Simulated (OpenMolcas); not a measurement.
Computed transition rates of Cr²⁺

```yaml
Program: OpenMolcas
Method: "MS-CASPT2, IPEA 0.25 Eh, imaginary shift 0.1 Eh (closed shells correlated: 3s 3p)"
Basis: ANO-RCC-VQZP [7s6p4d3f2g1h]
Scalar_Hamiltonian: DKH2, point nucleus
Active_space: 4 electrons in 5 orbitals (3d)
State_averaging: 2S+1 = 5 even, 5 roots; 2S+1 = 3 even, 45 roots; 2S+1 = 1 even, 50 roots
Spin-orbit_coupling: RASSI with atomic mean-field integrals over the reference wave functions, term energies averaged over their components
```

Rates come from the transition moments of the reference wave functions (E1 and E2 in the length form). At fixed line strength A goes as λ^-3 for E1 and M1 and as λ^-5 for E2, so a rate at the computed wavelength can be rescaled to the measured one. Measured vacuum wavelengths follow from level energies in Sugar and Corliss, J. Phys. Chem. Ref. Data 6, 317 (1977). Branching counts decays inside the model space alone, at computed energies, and the table is only a selection of the E2 and M1 lines, drawn from those between levels with measured partners whose computed energy lies within a factor of 1.5 of the measured one.

| Upper | Lower | Type | λ computed (nm) | λ measured (nm) | A computed (s-1) | A rescaled (s-1) | Branching % |
| --- | --- | --- | --- | --- | --- | --- | --- |
| 3d4 1D2(2) | 3d4 1G4(1) | E2 | 238.1 | 246.2 | 1.55e+01 | 1.31e+01 | 69.6 |
| 3d4 1G4(2) | 3d4 1I6 | E2 | 403.9 | 421 | 2.05e+00 | 1.67e+00 | 78.3 |
| 3d4 3F2(2) | 3d4 3H4 | E2 | 368.7 | 384.2 | 1.65e+00 | 1.34e+00 | 44.3 |
| 3d4 3F4(2) | 3d4 3H6 | E2 | 373.6 | 388.3 | 1.53e+00 | 1.26e+00 | 43.2 |
| 3d4 3F3(2) | 3d4 3H5 | E2 | 370.7 | 385.7 | 1.47e+00 | 1.21e+00 | 40.6 |
| 3d4 3P0(2) | 3d4 3P2(1) | E2 | 363.9 | 380.4 | 9.81e-01 | 7.86e-01 | 52.5 |
| 3d4 3P1(2) | 3d4 3P2(1) | E2 | 367.2 | 383.7 | 7.62e-01 | 6.12e-01 | 40.0 |
| 3d4 1S0(1) | 3d4 3P1(1) | M1 | 934.3 | 980 | 2.69e-01 |  | 100.0 |
| 3d4 3P0(1) | 3d4 5D1 | M1 | 616.3 | 598.5 | 2.23e-01 |  | 100.0 |
| 3d4 3P1(1) | 3d4 5D2 | M1 | 606.2 | 588.7 | 1.73e-01 |  | 88.3 |
| 3d4 3F4(1) | 3d4 5D4 | M1 | 564.6 | 555.3 | 1.33e-01 |  | 82.4 |
| 3d4 3P2(1) | 3d4 5D3 | M1 | 587.5 | 571.6 | 1.20e-01 |  | 91.0 |
| 3d4 3F3(1) | 3d4 5D3 | M1 | 559.6 | 550.8 | 7.61e-02 |  | 65.5 |
| 3d4 3D3 | 3d4 5D4 | M1 | 396 | 397.6 | 6.36e-02 |  | 56.6 |
| 3d4 3F2(1) | 3d4 5D2 | M1 | 555.6 | 547.4 | 3.15e-02 |  | 56.7 |
| 3d4 1I6 | 3d4 3H6 | M1 | 1192 | 1179 | 2.38e-02 |  | 57.0 |
| 3d4 1I6 | 3d4 3H5 | M1 | 1170 | 1160 | 1.79e-02 |  | 42.9 |
| 3d4 3G4 | 3d4 3H4 | M1 | 2604 | 2794 | 7.39e-03 |  | 48.1 |
| 3d4 5D4 | 3d4 5D3 | M1 | 40970 | 45550 | 3.94e-04 | 2.87e-04 | 100.0 |
| 3d4 5D3 | 3d4 5D2 | M1 | 52430 | 57670 | 3.22e-04 | 2.42e-04 | 100.0 |
| 3d4 3H4 | 3d4 5D4 | M1 | 611.1 | 598.9 | 1.62e-04 |  | 83.8 |
| 3d4 5D2 | 3d4 5D1 | M1 | 76050 | 82690 | 1.29e-04 | 1.00e-04 | 100.0 |
| 3d4 3H6 | 3d4 3H5 | M1 | 62690 | 74780 | 9.10e-05 | 5.36e-05 | 97.4 |
| 3d4 3H5 | 3d4 3H4 | M1 | 70660 | 81160 | 7.51e-05 | 4.96e-05 | 99.0 |
| 3d4 5D1 | 3d4 5D0 | M1 | 148700 | 160700 | 1.65e-05 | 1.31e-05 | 100.0 |

Spin-changing lines and M1 lines between different terms are not rescaled, since their strength hangs on the term gaps too.

The largest correction is for 3d4 3H6 → 3d4 3H5 (M1): 9.10e-05 × (62690 / 74780)^3 = 5.36e-05 s-1, a factor of 0.59.

The computed rate and branching of 3d4 5D1 → 3d4 5D0 give the upper level a radiative lifetime of 1.000 / 1.65e-05 s-1 = 6.06e+04 s, counting decays inside the model space alone. The rescaled rate gives about 7.6e+04 s.

The computed order of these levels differs from the measured one in 2 places, and where term gaps are wrong the rates of spin-changing lines can be off by large factors.

These are rates of the free ion; in crystals, glasses and complexes forced electric-dipole and non-radiative decay shorten such lifetimes by orders of magnitude. No measured rate stands beside these. Rescaling mends the energy factor alone: line strengths can still be far off where a level mixes with configurations outside the active space, and weak or spin-changing lines hang on small mixing coefficients that depend on the term gaps too, so rescaling need not improve them.

Term energies are means over components that CASPT2 splits; among the terms shown or strongly mixed into the levels shown the widest spread is 1300 cm-1 (3d4 1I). The CASPT2 spread within a term exceeds the gap to the next term for 3d4 3P(1) and 3d4 3H, 3d4 1G(1) and 3d4 1I, 3d4 1I and 3d4 3D and others, so the order of their levels is uncertain, and so are names and mixing where such terms share a J. Measured partners are found by configuration, term and J. A level has none where our copy of the source lacks it or the pairing is in doubt (some pairs that miss far off the trend of their configuration count as doubtful). Levels of configurations outside the active space are missing.

A number in round brackets counts repeated terms of one configuration in the order of the reference energies.
